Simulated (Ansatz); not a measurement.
Species: H₅O₂Si₂, SMILES `[O-][SiH2]O[SiH3]` (O–Si–O–Si torsion 1°) (charge -1, multiplicity 1).

Q: Give a relaxed geometry from CAM-B3LYP-D3(BJ)/def2-TZVPD in Ansatz (an electronic-structure program).

A: Several could match; the one computed here: the end point of this relaxation, one of several conformers (outside a Z-matrix the atoms follow the SMILES, hydrogens last).
Bonded distances (Å): O1–Si2 1.552, Si2–O3 1.701, Si2–H5 1.508, Si2–H6 1.508, O3–Si4 1.615, Si4–H7 1.494, Si4–H8 1.485, Si4–H9 1.484. Angles (°): O1–Si2–O3 112.3, O1–Si2–H5 117.2, O1–Si2–H6 117.2, O3–Si2–H5 101.9, O3–Si2–H6 101.9, H5–Si2–H6 104.1, Si2–O3–Si4 126.0, O3–Si4–H7 107.4, O3–Si4–H8 114.4, O3–Si4–H9 114.5, H7–Si4–H8 105.9, H7–Si4–H9 105.9, H8–Si4–H9 107.9.
